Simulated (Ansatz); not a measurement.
Cost and result for the atomization energy of CH₈OSiSn, SMILES `C[SiH](O)[SnH3]` (12 atoms, 11 bonds).

```xyz
12

C    -0.502    1.194   -1.278
Si   -0.826    0.054    0.166
O    -1.702   -1.280   -0.274
Sn    1.405   -0.639    1.255
H     0.129    0.721   -2.034
H     0.007    2.100   -0.936
H    -1.443    1.488   -1.750
H    -1.677    0.744    1.169
H    -1.273   -1.934   -0.828
H     1.192   -1.433    2.753
H     2.432    0.703    1.525
H     2.259   -1.718    0.232
```

Charge 0, multiplicity 1. Correlated methods include outer-core shells of Sn, which these sets cover unevenly. Sn: def2 effective core potential. All single points use the PBE0-D4/def2-TZVP geometry. It is one conformer, not always the lowest. Program: Ansatz. All runs use 4 threads of an Arm Neoverse V1 on a shared host. Times are those of one run each, without the atoms' runs, and a repeat can differ threefold. Electronic energies, without spin–orbit coupling; frozen cores. CCSD(T)/CBS adds CCSD(T) − MP2 in def2-TZVPP to the MP2 limit, and its time is that of the two runs behind it. T1 = 0.013. With those shells the extrapolation isn't a true limit. B3LYP takes the VWN-RPA correlation (the form of Gaussian; ORCA's B3LYP/G).

CCSD(T)/CBS is a level of theory with its own doubt, some kJ/mol a heavy atom from the limit and from the frozen cores, so smaller differences don't rank the functionals.

```tsv
level	functions	wall time
PBE-D4/def2-TZVPP (with forces)	266	3 s
PBE0-D4/def2-TZVPP	266	3.7 s
r2SCAN-D4/def2-TZVPP (with forces)	266	5.5 s
B3LYP-D4/def2-TZVPP (with forces)	266	6 s
B2PLYP/def2-TZVPP	266	7 s
ωB97X-V/def2-TZVPP	266	10 s
ωB97M-V/def2-TZVPP (with forces)	266	15 s
MP2/def2-QZVPP	506	25 s
CCSD(T)/def2-TZVPP	266	4.8 min
CCSD(T)/CBS(def2)	–	5.2 min
```

Task: What atomization energy does each give, and how far from CCSD(T)/CBS? (An estimate is asked.)

Result: Ansatz gave: 
| level | atomization (kcal/mol) | difference from CCSD(T)/CBS | per bond |
| --- | --- | --- | --- |
| PBE-D4/def2-TZVPP (with forces) | 919.0 | -5.9 | -0.5 |
| PBE0-D4/def2-TZVPP | 910.4 | -14.5 | -1.3 |
| r2SCAN-D4/def2-TZVPP (with forces) | 918.8 | -6.1 | -0.6 |
| B3LYP-D4/def2-TZVPP (with forces) | 916.4 | -8.5 | -0.8 |
| B2PLYP/def2-TZVPP | 905.4 | -19.5 | -1.8 |
| ωB97X-V/def2-TZVPP | 924.9 | 0.0 | 0.0 |
| ωB97M-V/def2-TZVPP (with forces) | 920.2 | -4.7 | -0.4 |
| MP2/def2-QZVPP | 912.9 | -12.0 | -1.1 |
| CCSD(T)/def2-TZVPP | 901.0 | -23.9 | -2.2 |
| CCSD(T)/CBS(def2) | 924.9 | 0.0 | 0.0 |

The D4 term adds +9.5 kcal/mol with B3LYP and +5.1 kcal/mol with PBE0; it sums over pairs of atoms, weighted by their polarisabilities, and B3LYP, whose exchange is more repulsive, gets the larger term. From PBE to PBE0 (25 % exact exchange), in def2-TZVPP and without D4, the atomization energy moves by −7.7 kcal/mol: exact exchange takes away binding that semilocal exchange gives to molecules. In def2-TZVPP, CCSD(T) changes the Hartree–Fock value by +225.8 kcal/mol (the triples alone add +10.6 kcal/mol) and MP2 by +223.4 kcal/mol; breaking electron pairs costs correlation energy, which Hartree–Fock lacks.

Spin–orbit coupling would lower the free Sn atoms strongly, and the atomization energy with them, by more than many differences here. For some Ge, Se and Sn compounds the MP2-based and the directly extrapolated limit differ by 10 to 25 kJ/mol.
